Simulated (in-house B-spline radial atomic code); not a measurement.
Response of neutral helium as one setting changes: the radius of a hard wall (bohr). Method: LDA VWN5. A dash marks a strongly mixed or unbound state. A box has no continuum, so excitations may lie above minus the highest level. Computed with an all-electron radial atomic-structure program (B-spline basis): linear response of the closed shell 1s2 with the functional's adiabatic kernel; non-relativistic, point nucleus, no spin-orbit coupling, no double excitations, S, P, D and F terms only.

| radius of a hard wall (bohr) | lowest 1P (eV) | lowest 3P, Tamm-Dancoff (eV) | minus highest occupied level (eV) | α (bohr³) |
| --- | --- | --- | --- | --- |
| 2.5 | 1s → 2p 45.41 | 1s → 2p 40.69 | 11.331 | 0.6416 |
| 3 | 1s → 2p 36.36 | 1s → 2p 33.04 | 13.711 | 0.9206 |
| 3.5 | 1s → 2p 30.75 | 1s → 2p 28.396 | 14.741 | 1.165 |
| 4 | 1s → 2p 27.047 | 1s → 2p 25.378 | 15.189 | 1.353 |
| 4.5 | ? | ? | ? | ? |
| 5.5 | 1s → 2p 21.399 | 1s → 2p 20.796 | 15.499 | 1.608 |
| 6.5 | 1s → 2p 19.698 | 1s → 2p 19.389 | 15.519 | 1.646 |
| 8 | 1s → 2p 18.325 | 1s → 2p 18.216 | 15.522 | 1.656 |
| 10 | ? | ? | ? | ? |
| 15 | 1s → 2p 16.496 | 1s → 2p 16.511 | 15.522 | 1.658 |

Question: What belongs in the row for 4.5?

Answer: lowest 1P (eV): 1s → 2p 24.504; lowest 3P, Tamm-Dancoff (eV): 1s → 2p 23.319; minus highest occupied level (eV): 15.383; α (bohr³): 1.481.

Question: What belongs in the row for 10?

Answer: lowest 1P (eV): 1s → 2p 17.413; lowest 3P, Tamm-Dancoff (eV): 1s → 2p 17.395; minus highest occupied level (eV): 15.522; α (bohr³): 1.658.
